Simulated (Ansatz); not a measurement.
Dimer: HF (SMILES F) (first 2 atoms) with C2H4 (SMILES C=C); geometry from B3LYP-D3(BJ)/def2-TZVP, rigid monomers moved along the line of their centres of mass till H2···C4 is 3.09 Å.
(charge 0, multiplicity 1):
```xyz
8

F     -0.04402     0.39981    -0.26978
H     -0.01822     0.28339     0.65836
C      0.43129    -0.64092     3.57172
C     -0.30186     0.45586     3.72952
H     -0.02322    -1.61858     3.46612
H      1.51376    -0.60349     3.55150
H      0.15289     1.43236     3.84443
H     -1.38408     0.41724     3.75907
```

Monomers are frozen at their geometry in the pair; levels with a basis set take the counterpoise correction.

Correlated levels freeze the cores. CBS(a, b) extrapolates the correlation energy as X⁻³ and adds the Hartree–Fock energy of set b.

Codes used: Ansatz (Gaussian basis) for Hartree–Fock, density functionals and correlated methods. 

Task: What is the computed interaction energy (PBE/def2-TZVPPD)?

Result: -106 meV

Ansatz is a quantum-chemistry and plane-wave program.
